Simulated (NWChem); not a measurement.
System meant: CH₄BFO₂; SMILES COB(O)F

The following NWChem deck was run.

```
start job
memory heap 200 mb stack 900 mb global 1100 mb
geometry units angstroms noautoz
  B     -0.036160     0.512958    -0.000268
  F     -0.767559     1.630795     0.001420
  O      1.319445     0.589798    -0.000308
  H      1.632494     1.499206     0.000595
  O     -0.693312    -0.659607    -0.002031
  C     -0.030042    -1.897694    -0.002894
  H     -0.322333    -2.470316     0.891249
  H     -0.332260    -2.473802    -0.891422
  H      1.064291    -1.780340    -0.009092
end
basis spherical
  * library def2-svp
end
dft
  odft
  mult 2
  xc b3lyp
  iterations 150
  mulliken
end
task dft energy
```

End of the output:

```
                                 NWChem DFT Module
                                 -----------------

 Summary of "ao basis" -> "ao basis" (spherical)
 ------------------------------------------------------------------------------
       Tag                 Description            Shells   Functions and Types
 ---------------- ------------------------------  ------  ---------------------
 B                          def2-svp                 6       14   3s2p1d
 F                          def2-svp                 6       14   3s2p1d
 O                          def2-svp                 6       14   3s2p1d
 H                          def2-svp                 3        5   2s1p
 C                          def2-svp                 6       14   3s2p1d

 Summary of "ao basis" -> "ao basis" (spherical)
 ------------------------------------------------------------------------------
       Tag                 Description            Shells   Functions and Types
 ---------------- ------------------------------  ------  ---------------------
 B                          def2-svp                 6       14   3s2p1d
 F                          def2-svp                 6       14   3s2p1d
 O                          def2-svp                 6       14   3s2p1d
 H                          def2-svp                 3        5   2s1p
 C                          def2-svp                 6       14   3s2p1d

  number of electrons :                   40
  multiplicity        :                    2
 ------------------------------------------------------------------------
  no. of electrons and multiplicity not compatible                  40
 ------------------------------------------------------------------------
 ------------------------------------------------------------------------
  current input line :
    24: task dft energy
 ------------------------------------------------------------------------
 ------------------------------------------------------------------------
 There is an error in the input file
 ------------------------------------------------------------------------
 For more information see the NWChem manual at https://nwchemgit.github.io

0: no. of electrons and multiplicity not compatible:Received an Error in Communication
```

Task: Can this run be used? If not, why, and what is the fix?

Result: The input was rejected before any calculation. Cause: the multiplicity doesn't fit the number of electrons (an even count wants an odd multiplicity, and the reverse). This input runs:
```
start job
memory heap 200 mb stack 900 mb global 1100 mb
geometry units angstroms noautoz
  B     -0.036160     0.512958    -0.000268
  F     -0.767559     1.630795     0.001420
  O      1.319445     0.589798    -0.000308
  H      1.632494     1.499206     0.000595
  O     -0.693312    -0.659607    -0.002031
  C     -0.030042    -1.897694    -0.002894
  H     -0.322333    -2.470316     0.891249
  H     -0.332260    -2.473802    -0.891422
  H      1.064291    -1.780340    -0.009092
end
basis spherical
  B library def2-svp
  F library def2-svp
  O library def2-svp
  H library def2-svp
  C library def2-svp
end
dft
  xc b3lyp
  iterations 150
  mulliken
end
task dft energy
```
It converges to -315.58040 Ha (B3LYP/def2-SVP).
